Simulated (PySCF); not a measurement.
CH3AlFIO, SMILES C[O][Al]([F])[I].

Geometry: PBE0-D3(BJ)/def2-SVP. The def2 effective core potentials stand for the cores of I; spin–orbit coupling is left out. The values are those of a single conformer.

Two levels are set side by side: TDA-PBE/def2-SVPD (PySCF) and TDA-PBE0/def2-SVPD (PySCF). Vertical, same geometry. The lowest singlet is HOMO→LUMO 99 % with PBE and HOMO→LUMO 99 % with the other functional; states are paired by order. Differences are taken from unrounded values.

```json
[
 {"quantity": "lowest singlet excitation (eV)", "TDA-PBE0": "5.52", "TDA-PBE": "4.92", "TDA-PBE minus TDA-PBE0": "-0.60"},
 {"quantity": "lowest triplet excitation (TDA) (eV)", "TDA-PBE0": "5.19", "TDA-PBE": "4.65", "TDA-PBE minus TDA-PBE0": "-0.54"},
 {"quantity": "first bright state (f over 0.05) (eV)", "TDA-PBE0": "6.62", "TDA-PBE": "6.04", "TDA-PBE minus TDA-PBE0": "-0.58"},
 {"quantity": "its oscillator strength", "TDA-PBE0": "0.10", "TDA-PBE": "0.08", "TDA-PBE minus TDA-PBE0": "-0.02"}
]
```

A lower first singlet is the usual sign of a functional without exact exchange. Differences between two approximate levels are no errors against the true value.

Rough cost on one machine, each run with all the roots and properties that it gave: TDA-PBE0 against TDA-PBE about 2 times.
